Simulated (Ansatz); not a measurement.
Calculated with Ansatz (gas phase, PBE0-D4/def2-TZVP geometries, no zero-point term in ΔE). CBS: MP2 limit from def2 TZ/QZ plus the TZ coupled-cluster correction, frozen cores. DFT in def2-TZVPP. For Ga, Ge outer-core shells are correlated without core-valence functions, which leaves a few kJ/mol of doubt a bond. Scalar relativity is left out up to krypton. Each species was taken in one conformer, which may not be the lowest.

Consider the redistribution: `[OH][GeH2][NH]CF` + `[CH3][GaH][SiH3]` → `[OH][GeH2][SiH3]` + `[CH3][GaH][NH]CF`.

```json
{"level": "r2SCAN-D4", "ΔE (kcal/mol)": "-6.8"}
{"level": "PBE0-D4", "ΔE (kcal/mol)": "-6.2"}
{"level": "ωB97M-V", "ΔE (kcal/mol)": "-6.0"}
{"level": "HF/def2-TZVPP", "ΔE (kcal/mol)": "-5.2"}
{"level": "CCSD/def2-TZVPP", "ΔE (kcal/mol)": "-6.1"}
{"level": "MP2/def2-QZVPP", "ΔE (kcal/mol)": "-7.2"}
{"level": "HF/CBS(def2)", "ΔE (kcal/mol)": "-5.5"}
{"level": "CCSD/CBS(def2)", "ΔE (kcal/mol)": "-6.9"}
```

Problem. What does CCSD(T)/CBS give? (Estimate.)

Solution. Ansatz gave: -7.0 kcal/mol. The listed levels differ from it by 0.2, 0.8, 1.0, 1.8, 0.9, -0.2, 1.5, 0.1 kcal/mol.

Largest T1 diagnostic among the species: 0.013.

In def2-TZVPP, CCSD(T) changes the Hartree–Fock value by −1.0 kcal/mol (the triples alone add −0.1 kcal/mol) and MP2 by −1.4 kcal/mol.
